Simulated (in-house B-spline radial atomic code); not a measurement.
**Ionising P6+ with different functionals**

Computed with a radial B-spline atomic code at the basis-set limit: scalar-relativistic (spin-free X2C) Hamiltonian, Fermi nucleus of rms radius 3.1889 fm, spin-polarised at highest spin, spherical fractional occupations for the functionals, the average over the highest-spin determinants for Hartree-Fock. The ionisation energy is the difference of two self-consistent energies, [He] 2s2 2p5 → [He] 2s2 2p4, without Breit or QED terms; ε is the level of the shell that loses the electron (its least bound occupied spin orbital).

Hybrids are left out here: with spherical fractional occupations of an open shell their exact exchange keeps a self-interaction that integer-occupation calculations don't have.

```json
{"method": "Hartree-Fock", "rung": "Hartree-Fock", "ΔSCF (eV)": "262.04", "-ε(2p) (eV)": "264.70"}
{"method": "LDA VWN5", "rung": "LDA", "ΔSCF (eV)": "264.11", "-ε(2p) (eV)": "242.14"}
{"method": "LDA PW92", "rung": "LDA", "ΔSCF (eV)": "264.10", "-ε(2p) (eV)": "242.13"}
{"method": "LDA exchange-only", "rung": "LDA", "ΔSCF (eV)": "261.39", "-ε(2p) (eV)": "239.59"}
{"method": "PBE", "rung": "GGA", "ΔSCF (eV)": "264.10", "-ε(2p) (eV)": "242.15"}
{"method": "PBEsol", "rung": "GGA", "ΔSCF (eV)": "263.77", "-ε(2p) (eV)": "241.86"}
{"method": "BLYP", "rung": "GGA", "ΔSCF (eV)": "264.19", "-ε(2p) (eV)": "242.22"}
{"method": "RPBE", "rung": "GGA", "ΔSCF (eV)": "263.97", "-ε(2p) (eV)": "242.06"}
{"method": "PW91", "rung": "GGA", "ΔSCF (eV)": "264.41", "-ε(2p) (eV)": "242.44"}
{"method": "BP86", "rung": "GGA", "ΔSCF (eV)": "264.35", "-ε(2p) (eV)": "242.36"}
{"method": "AM05", "rung": "GGA", "ΔSCF (eV)": "263.66", "-ε(2p) (eV)": "241.77"}
{"method": "OLYP", "rung": "GGA", "ΔSCF (eV)": "264.21", "-ε(2p) (eV)": "242.54"}
{"method": "TPSS", "rung": "meta-GGA", "ΔSCF (eV)": "264.30", "-ε(2p) (eV)": "242.51"}
{"method": "SCAN", "rung": "meta-GGA", "ΔSCF (eV)": "264.71", "-ε(2p) (eV)": "243.50"}
{"method": "r2SCAN", "rung": "meta-GGA", "ΔSCF (eV)": "264.64", "-ε(2p) (eV)": "243.40"}
{"method": "revTPSS", "rung": "meta-GGA", "ΔSCF (eV)": "263.93", "-ε(2p) (eV)": "242.18"}
```

(1) How do they compare with the NIST value?

## Answers

(1) NIST lists 263.57 eV ± 0.06 (semi-empirical, ground level to ground level). Errors run from -2.18 to +1.14 eV; AM05 is closest (+0.09 eV), but part of that can be cancellation, since the calculations leave out spin-orbit coupling, Breit-QED terms, multiplet and fine-structure energies. Hartree-Fock also lacks correlation.
